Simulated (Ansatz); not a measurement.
Sc₂B₂. Charge 0, multiplicity 3. Geometry r2SCAN-D4/def2-SVP; atoms count from 1.

```xyz
4

Sc    1.226    0.516    0.828
Sc   -0.836   -1.204    0.555
B     0.272   -0.156   -1.072
B    -0.663    0.844   -0.311
```

At PBE0-D4/def2-TZVP a broken-symmetry singlet of charge 0 lies 0.09 eV below the triplet, each at its own geometry. The structure comes from a short search, and lower isomers may exist.

Q: Estimate the Mulliken populations from the PBE0/def2-TZVP orbitals of Ansatz.

A: 
```tsv
atom	charge (e)	spin (α − β)	d electrons
Sc1	0.27	0.81	1.57
Sc2	0.27	0.81	1.57
B3	-0.27	0.19	–
B4	-0.27	0.19	–
```
Mulliken values depend strongly on the basis.

Q: Where does the spin sit?

A: Summed by element: Sc 1.62, B 0.38, of 2 unpaired in all. Largest on single atoms: Sc2 0.81, Sc1 0.81, B4 0.19.

Q: And the Mayer bond orders between heavy atoms (over 0.3)?

A: Sc1–Sc2 1.52 (2.70 Å); Sc1–B3 1.02 (2.23 Å); Sc1–B4 1.02 (2.23 Å); Sc2–B3 1.02 (2.23 Å); Sc2–B4 1.02 (2.23 Å); B3–B4 1.45 (1.57 Å).
